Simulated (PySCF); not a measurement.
ZrF3, SMILES [F][Zr+]([F])[F], charge +1, multiplicity 1. Atoms are numbered in the order given.

```xyz
4

Zr     0.0000     0.0000     0.2412
F      1.5142    -0.8743    -0.3574
F     -1.5142    -0.8743    -0.3574
F      0.0000     1.7485    -0.3574
```
Charge +1, spin multiplicity 1.

Coordinates come from a B3LYP-D3(BJ)/def2-TZVP optimisation. The multiplicity is an assumed one; other spin states were not compared. The isomer is the one that the SMILES or the coordinates give; other isomers of the formula were not compared. The def2 effective core potentials stand for the cores of Zr; spin–orbit coupling is left out.

Method: r2SCAN/def2-TZVPD run with PySCF.

Symmetry labels are those of the subgroup Cs that the program uses (full group C3v).

Question: List the valence orbital energies around the gap with their symmetry. (An estimate is asked for; the answer gives what the named calculation found.)

Answer: 
```tsv
orbital	symmetry	energy (eV)
HOMO−7	A"	-18.13
HOMO−6	A'	-17.79
HOMO−5	A'	-17.56
HOMO−4	A"	-17.56
HOMO−3	A'	-16.95
HOMO−2	A"	-16.69
HOMO−1	A"	-16.67
HOMO	A'	-16.67
LUMO	A'	-10.06
LUMO+1	A'	-9.15
LUMO+2	A"	-9.15
LUMO+3	A'	-7.00
```
